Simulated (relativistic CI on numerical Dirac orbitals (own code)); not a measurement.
# Rh6+: resonant inelastic scattering at the M2,3 edge

Computed with this model: Dirac-Coulomb-Breit CI, orbitals from a KLI potential per configuration, model QED (radiative potential, 1s self-energy scaled to tabulated hydrogen-like ionisation energies), valence Slater integrals scaled by 0.7, Kramers-Heisenberg scattering through one core-hole configuration in a parametric crystal field; configurations [Kr] 4d3 → [Ne] 3s2 3p5 3d10 4s2 4p6 4d4; 10 K; core-hole width 2 eV; summed over polarisations. Incident energies are the highest absorption maxima for each field (at most a few, so the weaker spin-orbit partner edge can be absent), on the computed scale of the free ion. Intensities are in per cent of the strongest line above 0.02 eV; levels within 1 cm⁻¹ are merged; final levels count from the ground level, the first row holds all elastic scattering, lines under 0.4 are left out and each table stops after 24 rows. The scale of the Slater integrals is a model choice and moves the terms in proportion.

Field parameters in Wybourne normalisation: Td as Oh with Dq negative (B⁴₀ = 21Dq, B⁴₄ = √(5/14) B⁴₀). The field is a parameter set, without covalency.

S is read from ⟨S²⟩ = S(S + 1).

Td, 10Dq = -3800 cm⁻¹:

```tsv
Final level (eV)	Degeneracy	Irrep	S	509.9 eV
0.000	4	Γ8	1.47	2487.0
0.162	2	Γ7	1.49	17.4
0.339	4	Γ8	1.49	24.9
0.553	2	Γ6	1.48	8.3
0.652	4	Γ8	1.47	21.6
0.684	2	Γ7	1.48	9.0
0.837	2	Γ6	1.46	4.7
0.897	4	Γ8	1.44	3.0
1.280	4	Γ8	1.39	4.0
1.591	4	Γ8	0.77	63.9
1.798	2	Γ6	1.31	100.0
1.808	4	Γ8	1.16	25.1
1.895	2	Γ7	0.55	0.8
1.899	2	Γ6	0.61	5.4
1.970	4	Γ8	0.61	7.0
2.170	4	Γ8	1.34	6.1
2.178	2	Γ7	1.46	1.7
2.198	2	Γ6	0.66	3.9
2.244	4	Γ8	0.83	4.9
2.539	4	Γ8	0.76	21.7
2.543	2	Γ6	0.66	22.0
2.665	4	Γ8	0.62	11.9
2.741	2	Γ6	0.51	1.4
2.759	4	Γ8	0.53	6.2
```

Td, 10Dq = -8550 cm⁻¹:

```csv
Final level (eV),Degeneracy,Irrep,S,509.8 eV
0.000,4,Γ8,1.44,3545.0
0.144,2,Γ7,1.50,24.8
0.354,4,Γ8,1.49,26.9
0.533,2,Γ6,1.48,31.8
1.038,4,Γ8,0.86,86.8
1.103,4,Γ8,1.34,48.2
1.131,2,Γ7,1.45,24.0
1.272,2,Γ6,1.42,20.0
1.384,4,Γ8,1.37,48.1
1.884,2,Γ6,0.65,13.5
1.921,4,Γ8,0.67,24.4
1.944,2,Γ7,0.60,3.3
2.082,4,Γ8,0.99,60.4
2.123,2,Γ6,1.01,100.0
2.185,4,Γ8,0.98,13.9
2.416,4,Γ8,1.25,7.9
2.560,2,Γ6,1.11,24.4
2.594,2,Γ7,1.44,11.6
2.625,4,Γ8,1.46,20.8
2.809,4,Γ8,0.99,23.1
2.849,2,Γ6,0.54,14.1
3.083,4,Γ8,0.61,22.1
3.101,2,Γ7,0.58,2.5
3.158,4,Γ8,0.55,9.0
```

For the first field the strongest loss at the lowest incident energy is the level at 1.80 eV (S = 1.31, against 1.47 in the thermal ground state). Levels of other spin, the first over 8 % at 1.59 eV, appear because spin-orbit coupling of the core hole, and in heavier ions of the valence shell too, mixes spins.
